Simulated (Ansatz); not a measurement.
`CC[O][GaH][F]` from Hartree–Fock to CCSD(T)

Cartesian coordinates in Å:
```
C 1.407 -0.272 -0.084
C 0.380 0.414 0.788
O -0.848 -0.291 0.815
Ga -2.018 -0.242 -0.506
F -1.565 0.850 -1.807
H 2.367 0.248 -0.029
H 1.087 -0.273 -1.130
H 1.556 -1.305 0.239
H 0.233 1.446 0.447
H 0.736 0.461 1.823
H -3.335 -1.036 -0.556
```

The species carries charge 0 and has multiplicity 1. Correlated methods include outer-core shells of Ga, which these sets cover unevenly. Scalar relativity is left out up to krypton. The geometry is a stationary point of PBE0-D4/def2-TZVP. It is one conformer, not always the lowest. Frozen core, restricted reference, Ansatz.

| basis | HF (Eh) | MP2 corr. | CCSD corr. | (T) | CCSD(T) total |
| --- | --- | --- | --- | --- | --- |
| def2-SVP | -2176.39543 | ? | -0.89845 | ? | ? |
| def2-TZVPP | ? | -1.06615 | -1.08692 | -0.03981 | ? |
| def2-QZVPP | -2177.00481 | ? | – | – | – |

(1) Fill in the withheld values. (Estimate.)

## Answers

(1) Computed: def2-SVP MP2 corr.: -0.87135; def2-SVP (T): -0.02339; def2-SVP CCSD(T) total: -2177.31727; def2-TZVPP HF (Eh): -2176.95162; def2-TZVPP CCSD(T) total: -2178.07835; def2-QZVPP MP2 corr.: -1.37844.
